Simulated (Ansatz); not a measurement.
The lowest singlet and triplet of SH (SMILES [SH+]); geometries from B3LYP-D3(BJ)/def2-TZVP, each state relaxed from the structure named, with no frequency check, low spin by broken symmetry.
Singlet (charge 1, multiplicity 1):
```xyz
2

S      0.00000     0.00000    -0.08067
H      0.00000     0.00000     1.29079
```
Triplet (charge 1, multiplicity 3):
```xyz
2

S      0.0000     0.0000    -0.0807
H      0.0000     0.0000     1.2904
```

```csv
level,"gap E(singlet) − E(triplet), adiabatic (kJ/mol)"
R-HF/cc-pV(T+d)Z,239.7
U-SVWN5/def2-TZVPP (spin-contaminated),49.6
U-r2SCAN/def2-TZVPP (spin-contaminated),39.0
R-B3LYP/def2-TZVPP,174.4
R-BHLYP/def2-TZVPP,184.1
R-wB97X-V/def2-TZVPP,163.4
U-wB97M-V/def2-TZVPP (spin-contaminated),51.7
R-MP2/cc-pV(D+d)Z,200.5
R-CCSD/cc-pV(D+d)Z,169.6
R-CCSD/cc-pV(T+d)Z,159.4
R-CCSD(T)/cc-pV(D+d)Z,157.3
R-CCSDT/cc-pV(Q+d)Z,123.7
R-CCSDT(Q)/cc-pV(Q+d)Z,120.8
"SA-CASSCF(6,5)/cc-pV(D+d)Z",163.2
"SA-CASSCF(6,5)/cc-pV(Q+d)Z",155.6
"SC-NEVPT2 on SA-CASSCF(6,5)/cc-pV(Q+d)Z",125.3
"FIC-NEVPT4(SD) on SA-CASSCF(6,5)/cc-pV(Q+d)Z",120.5
"FIC-MRCISD+Q on SA-CASSCF(6,5)/cc-pV(D+d)Z",139.3
"FIC-MRCISD+Q on SA-CASSCF(6,5)/cc-pV(T+d)Z",123.4
"FIC-MRCISD+Q on SA-CASSCF(6,5)/cc-pV(Q+d)Z",118.7
```

The rows run from 39.0 (U-r2SCAN/def2-TZVPP (spin-contaminated)) to 239.7 kJ/mol (R-HF/cc-pV(T+d)Z). In cc-pV(D+d)Z the value moves R-MP2 200.5, R-CCSD 169.6, R-CCSD(T) 157.3, a shift of -43.3 from R-MP2 to R-CCSD(T). The 3 R-functionals in def2-TZVPP without D3 or D4 span 20.7, from R-wB97X-V to R-BHLYP.

A positive gap puts the triplet lower; no zero-point energy. R- takes a restricted singlet, here one determinant of a half-filled degenerate or near-degenerate pair, which mixes singlet states. U- takes an unrestricted singlet (broken symmetry where lower, unprojected). The triplet is unrestricted in single-reference levels. Active spaces average the two states.

Frozen-core correlation.

Doubts at one or more of the structures used: a restricted determinant that unrestricted orbitals would lower (R-HF/cc-pV(T+d)Z, R-B3LYP/def2-TZVPP, R-BHLYP/def2-TZVPP, R-wB97X-V/def2-TZVPP, R-MP2/cc-pV(D+d)Z, R-CCSD/cc-pV(D+d)Z, R-CCSD/cc-pV(T+d)Z, R-CCSD(T)/cc-pV(D+d)Z, R-CCSDT/cc-pV(Q+d)Z, R-CCSDT(Q)/cc-pV(Q+d)Z); other coupled-cluster roots lie near (R-CCSDT/cc-pV(Q+d)Z, R-CCSDT(Q)/cc-pV(Q+d)Z).

The values were computed with Ansatz (Gaussian basis) for Hartree–Fock, density functionals and correlated methods. Values without a source in brackets are computed.

Ansatz is a quantum-chemistry and plane-wave program.
